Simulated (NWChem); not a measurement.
System: C2H4BFO2; SMILES C=C(F)B(O)O

```xyz
10

C     -1.2478    -1.4982     0.0000
C     -0.1294    -0.7760     0.0000
F      1.0731    -1.4052     0.0000
B      0.0091     0.7924     0.0000
O     -1.1087     1.5563     0.0000
O      1.2431     1.3597     0.0000
H     -1.2277    -2.5910     0.0000
H     -2.2080    -0.9805     0.0000
H     -0.8993     2.4969     0.0000
H      1.9342     0.6869     0.0000
```
Atoms are numbered in this order, from 1.

Geometry: optimised at PBE0/def2-SVP.

Give the principal values of the shielding tensors (ppm) of C1, C2, F3, B4, O5 from BHandHLYP/pcSseg-1, GIAO (NWChem), with their diamagnetic and paramagnetic parts as GIAO splits them.


```csv
atom,σ11,σ22,σ33,isotropic,diamagnetic,paramagnetic
C1,-60.0,96.6,161.4,66.0,256.5,-190.5
C2,-102.7,55.5,77.7,10.2,253.4,-243.2
F3,212.1,318.4,418.5,316.3,475.4,-159.1
B4,60.1,79.1,95.7,78.3,193.8,-115.5
O5,139.9,278.7,292.7,237.1,388.9,-151.8
```
